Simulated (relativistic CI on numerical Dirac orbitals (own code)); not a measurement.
## Co³⁺ in a cubic cluster: 1s photoemission with charge transfer

Computed with a charge-transfer multiplet model of a cubic metal-ligand cluster with up to 3 ligand holes, Slater and spin-orbit integrals from Dirac-Coulomb-Breit ions, Slater integrals scaled by 0.8. The ground state mixes d6 with configurations of k ligand holes L, whose averages lie at kΔ + k(k − 1)U_dd/2; a core hole lowers each added d electron by U_cd. 20 K, Lorentzian 1.1 eV and Gaussian 0.6 eV FWHM.

Atomic integrals in eV (Slater integrals scaled, ζ unscaled), ground: F2dd 10.085, F4dd 6.299, zeta_d 0.071; with the core hole: F2dd 11.409, F4dd 7.160, zeta_d 0.101, G2cd 0.066.

Cluster parameters (eV): Δ = 3, U_dd = 6.1, U_cd = 6.9, 10Dq = 1.85, 10Dq(ligand) = 1.3, final-state hopping factor = 1.

Weights, n_d and S are thermal averages at 20 K. Binding energies count from the first peak over 30 % of the highest in each spectrum, which can be another peak from case to case. The parameters are a model scan and need not match a compound or its usual spin state. Peaks in eV (height, largest 100): 0.0 (100), 8.7 (24).

(1) Which parameters give this spectrum?
A. V(eg) = 1.75 eV, V(t2g) = -0.81 eV
B. V(eg) = 2.05 eV, V(t2g) = -0.95 eV
C. V(eg) = 2.65 eV, V(t2g) = -1.23 eV
D. V(eg) = 0.85 eV, V(t2g) = -0.39 eV
E. V(eg) = 2.35 eV, V(t2g) = -1.09 eV

Results:

(1) C. V(eg) = 2.65 eV, V(t2g) = -1.23 eV; the ground state then has 6.59 d electrons and S = 0.02. The choice follows from running the model for each set and comparing peak positions and heights.
